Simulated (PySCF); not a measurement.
## Fractional electron number in P²⁺ (phosphorus, charge +2)

The 3p alpha orbital of [Ne] 3s2 3p1 is emptied in steps (occupation f), with all orbitals relaxed, ending at [Ne] 3s2. Computed with PySCF 2.14 in def2-TZVP, with the non-relativistic Hamiltonian (point nucleus). The exact energy is a straight line in f; departures are measured from the line between the end points of the same method.

| f | UHF (eV) | LDA (eV) | PBE (eV) | PBE0 (eV) | r2SCAN (eV) | LC-wPBE (eV) | BHandHLYP (eV) | wB97X (eV) | TPSS (eV) | B3LYP (eV) |
| --- | --- | --- | --- | --- | --- | --- | --- | --- | --- | --- |
| 1 | 0.000 | 0.000 | 0.000 | 0.000 | 0.000 | 0.000 | 0.000 | 0.000 | 0.000 | 0.000 |
| 0.9 | 0.034 | -0.488 | -0.478 | -0.352 | -0.446 | -0.093 | -0.232 | -0.123 | -0.461 | -0.384 |
| 0.7 | 0.079 | -1.140 | -1.113 | -0.817 | -1.033 | -0.213 | -0.540 | -0.284 | -1.072 | -0.895 |
| 0.5 | 0.093 | -1.357 | -1.320 | -0.967 | -1.217 | -0.246 | -0.639 | -0.331 | -1.268 | -1.061 |
| 0.3 | 0.077 | -1.138 | -1.102 | -0.805 | -1.009 | -0.199 | -0.533 | -0.272 | -1.056 | -0.886 |
| 0.1 | 0.033 | -0.486 | -0.467 | -0.341 | -0.425 | -0.081 | -0.226 | -0.115 | -0.447 | -0.376 |
| 0 | 0.000 | 0.000 | 0.000 | 0.000 | 0.000 | 0.000 | 0.000 | 0.000 | 0.000 | 0.000 |

| method | E(f=0) − E(f=1) (eV) | −ε at f=1 (eV) | −ε at f=0.5 (eV) |
| --- | --- | --- | --- |
| UHF | 29.590 | 29.973 | 29.585 |
| LDA | 30.228 | 24.808 | 30.234 |
| PBE | 30.268 | 24.957 | 30.300 |
| PBE0 | 30.282 | 26.368 | 30.317 |
| r2SCAN | 30.377 | 25.401 | 30.445 |
| LC-wPBE | 30.454 | 29.410 | 30.494 |
| BHandHLYP | 30.172 | 27.587 | 30.192 |
| wB97X | 30.147 | 28.769 | 30.182 |
| TPSS | 30.389 | 25.260 | 30.433 |
| B3LYP | 30.313 | 26.041 | 30.338 |

Orbital energy along the path (eV):

| f | UHF | LDA | PBE | PBE0 | r2SCAN | LC-wPBE | BHandHLYP | wB97X | TPSS | B3LYP |
| --- | --- | --- | --- | --- | --- | --- | --- | --- | --- | --- |
| 1 | -29.973 | -24.808 | -24.957 | -26.368 | -25.401 | -29.410 | -27.587 | -28.769 | -25.260 | -26.041 |
| 0.9 | -29.893 | -25.885 | -26.024 | -27.161 | -26.426 | -29.635 | -28.111 | -29.058 | -26.298 | -26.900 |
| 0.7 | -29.737 | -28.053 | -28.164 | -28.745 | -28.457 | -30.075 | -29.156 | -29.632 | -28.373 | -28.622 |
| 0.5 | -29.585 | -30.234 | -30.300 | -30.317 | -30.445 | -30.494 | -30.192 | -30.182 | -30.433 | -30.338 |
| 0.3 | -29.439 | -32.411 | -32.410 | -31.858 | -32.378 | -30.878 | -31.211 | -30.694 | -32.455 | -32.033 |
| 0.1 | -29.297 | -34.559 | -34.451 | -33.338 | -34.196 | -31.199 | -32.196 | -31.174 | -34.397 | -33.678 |
| 0 | -29.227 | -35.609 | -35.423 | -34.036 | -35.057 | -31.321 | -32.670 | -31.419 | -35.312 | -34.468 |

Reference removal energy between the ground levels: 30.203 eV (measured; NIST Atomic Spectra Database, ionization energies). The calculation has no spin-orbit coupling. UHF lacks correlation.
